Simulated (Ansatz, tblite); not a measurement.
Cost and result up the ladder for PdCl2 (the lowest singlet isomer of a short search) (3 atoms). Charge 0, multiplicity 1. Geometry: r2SCAN-D4/def2-TZVP.

Cartesian coordinates in Å:
```
Pd -0.346 0.848 0.120
Cl -0.327 -0.404 -1.649
Cl 0.673 -0.444 1.529
```

Ansatz on 4 threads of Arm Neoverse V1 on a shared host; xTB runs through tblite on one thread. Times are rough, summed over both states, and most runs start from the orbitals of an earlier one. RPA@PBE/def2-TZVP serves as the yardstick here, not as an exact answer. The other state is a quintet at its own geometry.

In the def2 sets Pd takes a core potential; there is no spin–orbit coupling. The xTB rows come from tblite. HSE06 is defined as in plane-wave codes, on full-range PBE exchange. Correlated methods freeze 10 core orbitals; core or outer-core shells of Pd are correlated, in sets that lack core-valence functions. At PBE0-D4/def2-TZVP a triplet of charge 0 lies 0.15 eV below the restricted singlet, each at its own geometry. At PBE0-D4/def2-TZVP a triplet of charge 0 lies 4.40 eV below the quintet, each at its own geometry. The structure comes from a short search, and lower isomers may exist.

Run but left out: HF/STO-3G, B2PLYP/def2-TZVP (singlet: restricted singlet, unstable in another Hartree–Fock run and untested here); HF/def2-TZVP, HF/def2-TZVPP, MP2/def2-TZVP, MP2/def2-TZVPP, CCSD/def2-TZVPP, CCSD(T)/def2-TZVPP (singlet: restricted singlet, unstable towards broken spin symmetry).

Correlated methods converge slowly with the basis.

xTB has no spin-polarisation term.

```json
{"level": "GFN1-xTB", "functions": "27", "wall time": "0.005 s"}
{"level": "GFN2-xTB", "functions": "27", "wall time": "0.006 s"}
{"level": "PBE-D4/def2-TZVP", "functions": "114", "wall time": "4.1 s"}
{"level": "RPA@PBE/def2-TZVP", "functions": "114", "wall time": "4.4 s"}
{"level": "revPBE-D4/def2-TZVP", "functions": "114", "wall time": "4.5 s"}
{"level": "BLYP-D4/def2-TZVP", "functions": "114", "wall time": "4.7 s"}
{"level": "HSE06-D4/def2-TZVP", "functions": "114", "wall time": "6.6 s"}
{"level": "r2SCANh-D4/def2-TZVP", "functions": "114", "wall time": "13 s"}
{"level": "r2SCAN-D4/def2-TZVP (with forces)", "functions": "114", "wall time": "13 s"}
```

Q: Estimate what each level gives for the quintet − singlet (eV).

A: 
```csv
level,quintet − singlet (eV),difference from RPA@PBE/def2-TZVP (eV),remarks
GFN1-xTB,8.76,5.10,–
GFN2-xTB,6.57,2.90,–
PBE-D4/def2-TZVP,3.81,0.15,–
RPA@PBE/def2-TZVP,3.66,0.00,test for broken spin undecided (singlet)
revPBE-D4/def2-TZVP,3.79,0.13,–
BLYP-D4/def2-TZVP,3.72,0.06,–
HSE06-D4/def2-TZVP,4.24,0.58,–
r2SCANh-D4/def2-TZVP,3.91,0.25,–
r2SCAN-D4/def2-TZVP (with forces),3.76,0.10,–
```
